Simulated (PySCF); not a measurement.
## Identify the compound

The spectra below were simulated for a compound C6H18S3Si3.

$^{1}$H NMR (400 MHz, computed): δ 0.59 (s, 18H).

$^{13}$C{$^{1}$H} NMR (computed): δ 8.8 (CH3, 6C).

A single conformation, non-relativistic, fast rotation and ring inversion assumed for equivalent nuclei, no solvent model. Coordinates at the PBE0-D3(BJ)/def2-SVP level; GIAO PBE0/pcSseg-1 shieldings; PySCF 2.14.

Scale: $^{1}$H and $^{13}$C vs TMS (reference shieldings calculated alike).

Problem. Deduce the structure.

Solution. 
1. The formula gives 1 degree of unsaturation.
2. 1 carbon signal for 6 carbons: some carbons are equivalent by symmetry or fast rotation.
3. Carbon types of the structure: 6 × CH3, which accounts for all hydrogens.
4. δC 8.8: methyl carbon bonded to Si; an electropositive neighbour leaves it electron-rich and shielded.
5. δH 0.59: hydrogen on a methyl carbon bonded to Si; an electropositive neighbour shields it, as in TMS itself.

Structure: `S1[Si](C)(C)S[Si](C)(C)S[Si]1(C)C`.

The data come from this structure; uniqueness wasn't tested.

Shifts are as computed. Against solution values, carbons near 30 ppm lie about +2 ppm off and those near 130 ppm about +5 ppm (rms about the fit 1.9 ppm; single classes can miss by 10 ppm). Of 1328 compounds with measured shifts, 309 miss one by over three times the rms of a fit or turn the order of signals round; such compounds aren't used in these exercises. Signals without a measured value on file couldn't be tested in this way; 1H shifts scatter by 0.2 ppm about their fit, and single ones miss by 0.5 ppm.
